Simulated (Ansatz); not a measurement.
Geometry optimisation of `O=CO[SiH2][NH][AlH2]`.

```yaml
crystal:
  periodic: [false, false, false]
  atoms:
    - {symbol: O, position_ang: [2.462826, 0.421852, -0.101018]}
    - {symbol: C, position_ang: [2.320092, -0.672703, 0.412792]}
    - {symbol: O, position_ang: [1.196156, -1.092821, 1.006497]}
    - {symbol: Si, position_ang: [-0.114168, 0.071776, 1.076722]}
    - {symbol: N, position_ang: [-0.607947, 0.606311, -0.496527]}
    - {symbol: Al, position_ang: [-2.114766, 0.244751, -1.428229]}
    - {symbol: H, position_ang: [3.116281, -1.460412, 0.445673]}
    - {symbol: H, position_ang: [-1.221114, -0.718097, 1.695158]}
    - {symbol: H, position_ang: [0.367960, 1.170161, 1.974165]}
    - {symbol: H, position_ang: [0.121065, 1.173787, -0.950706]}
    - {symbol: H, position_ang: [-3.200865, -0.679290, -0.715598]}
    - {symbol: H, position_ang: [-2.248620, 0.879384, -2.885128]}
basis:
  gaussian: {orbitals: def2-TZVP}
hamiltonian: {xc: pbe0, dispersion: d4}
relax: {f_tol: 0.005, max_steps: 150}
```

```sh
$ ansatz run in.yaml --threads 4 --pin off --events-out ev --progress --plain --max-ram 10444MiB
```

It prints (some lines left out):

```
Functional definition: PBE0
mean field -21185.34573544 eV, -778.5470958343 hartree, gradient 1.7e-5 eV, S^2 0.000000; 0 other end points of the search recorded, 0 dependent functions left out
relax step   1: F+E_penalty+E_count = -21185.58833148 eV  Δ(F+E_penalty+E_count) = +0.000e0 eV  max|allowed force component| = 1.265e0 eV/Å  Δτ_max = 0.0000 Å  (30 SCF iters, accepted)
mean field -21185.41141070 eV, -778.5495093555 hartree, gradient 6.5e-6 eV, S^2 0.000000; 0 other end points of the search recorded, 0 dependent functions left out
relax step   2: F+E_penalty+E_count = -21185.65554623 eV  Δ(F+E_penalty+E_count) = -6.721e-2 eV  max|allowed force component| = 5.022e-1 eV/Å  Δτ_max = 0.0324 Å  (34 SCF iters, accepted)
mean field -21185.42196861 eV, -778.5498973518 hartree, gradient 6.1e-6 eV, S^2 0.000000; 0 other end points of the search recorded, 0 dependent functions left out
relax step   3: F+E_penalty+E_count = -21185.66737051 eV  Δ(F+E_penalty+E_count) = -1.182e-2 eV  max|allowed force component| = 2.944e-1 eV/Å  Δτ_max = 0.0259 Å  (33 SCF iters, accepted)
mean field -21185.42431113 eV, -778.5499834376 hartree, gradient 6.1e-6 eV, S^2 0.000000; 0 other end points of the search recorded, 0 dependent functions left out
relax step   4: F+E_penalty+E_count = -21185.66923533 eV  Δ(F+E_penalty+E_count) = -1.865e-3 eV  max|allowed force component| = 2.606e-1 eV/Å  Δτ_max = 0.0262 Å  (34 SCF iters, accepted)
mean field -21185.42178045 eV, -778.5498904370 hartree, gradient 6.8e-6 eV, S^2 0.000000; 0 other end points of the search recorded, 0 dependent functions left out
relax step   5: F+E_penalty+E_count = -21185.66736741 eV  Δ(F+E_penalty+E_count) = +1.868e-3 eV  max|allowed force component| = 2.584e-1 eV/Å  Δτ_max = 0.0266 Å  (33 SCF iters, rejected (line search))
mean field -21185.42700595 eV, -778.5500824704 hartree, gradient 6.3e-6 eV, S^2 0.000000; 0 other end points of the search recorded, 0 dependent functions left out
relax step   6: F+E_penalty+E_count = -21185.67182719 eV  Δ(F+E_penalty+E_count) = -2.592e-3 eV  max|allowed force component| = 7.655e-2 eV/Å  Δτ_max = 0.0133 Å  (34 SCF iters, accepted)
mean field -21185.42685200 eV, -778.5500768128 hartree, gradient 6.3e-6 eV, S^2 0.000000; 0 other end points of the search recorded, 0 dependent functions left out
relax step   7: F+E_penalty+E_count = -21185.67161920 eV  Δ(F+E_penalty+E_count) = +2.080e-4 eV  max|allowed force component| = 6.813e-2 eV/Å  Δτ_max = 0.0300 Å  (33 SCF iters, rejected (line search))
mean field -21185.42750972 eV, -778.5501009835 hartree, gradient 5.9e-6 eV, S^2 0.000000; 0 other end points of the search recorded, 0 dependent functions left out
relax step   8: F+E_penalty+E_count = -21185.67221388 eV  Δ(F+E_penalty+E_count) = -3.867e-4 eV  max|allowed force component| = 1.052e-2 eV/Å  Δτ_max = 0.0150 Å  (34 SCF iters, accepted)
mean field -21185.42754583 eV, -778.5501023106 hartree, gradient 5.9e-6 eV, S^2 0.000000; 0 other end points of the search recorded, 0 dependent functions left out
relax step   9: F+E_penalty+E_count = -21185.67222927 eV  Δ(F+E_penalty+E_count) = -1.538e-5 eV  max|allowed force component| = 1.036e-2 eV/Å  Δτ_max = 0.0089 Å  (34 SCF iters, accepted)
mean field -21185.42759542 eV, -778.5501041330 hartree, gradient 5.9e-6 eV, S^2 0.000000; 0 other end points of the search recorded, 0 dependent functions left out
relax step  10: F+E_penalty+E_count = -21185.67225538 eV  Δ(F+E_penalty+E_count) = -2.611e-5 eV  max|allowed force component| = 2.914e-3 eV/Å  Δτ_max = 0.0039 Å  (35 SCF iters, accepted)
mean field -21185.42759542 eV, -778.5501041330 hartree, gradient 7.9e-5 eV, S^2 0.000000; 1 other end points of the search recorded, 0 dependent functions left out
Total energy: -21185.67229576 eV, -778.5590967047 hartree
Atom 0 at     2.498922     0.404237    -0.059456 Å, force     0.000694     0.002914    -0.001282 eV/Å
Atom 1 at     2.309099    -0.677203     0.427426 Å, force    -0.000634    -0.001765     0.001817 eV/Å
Atom 2 at     1.166769    -1.064537     0.974304 Å, force    -0.000242    -0.000396    -0.000613 eV/Å
Atom 3 at    -0.103795     0.071789     1.040725 Å, force     0.000172     0.001001    -0.000067 eV/Å
Atom 4 at    -0.600779     0.607022    -0.498597 Å, force    -0.000667    -0.001162     0.000438 eV/Å
Atom 5 at    -2.096252     0.237542    -1.403968 Å, force    -0.000236    -0.000023     0.000027 eV/Å
Atom 6 at     3.069903    -1.470100     0.469734 Å, force     0.000441    -0.001143    -0.000344 eV/Å
Atom 7 at    -1.201714    -0.702323     1.656014 Å, force    -0.000260     0.000404     0.000246 eV/Å
Atom 8 at     0.369963     1.161225     1.923057 Å, force    -0.000497    -0.000268    -0.000030 eV/Å
Atom 9 at     0.084615     1.200320    -0.952353 Å, force     0.001214     0.000847    -0.000370 eV/Å
Atom 10 at    -3.151068    -0.710580    -0.708248 Å, force     0.000198    -0.000380    -0.000201 eV/Å
Atom 11 at    -2.268761     0.887307    -2.834838 Å, force    -0.000183    -0.000030     0.000381 eV/Å
Dipole moment:    -0.116471    -0.120568    -0.000442 e Å
```

Hardware: 4 threads of an Arm Neoverse V1 on a shared host. Wall time 58 s, peak host memory 0.71 GiB.
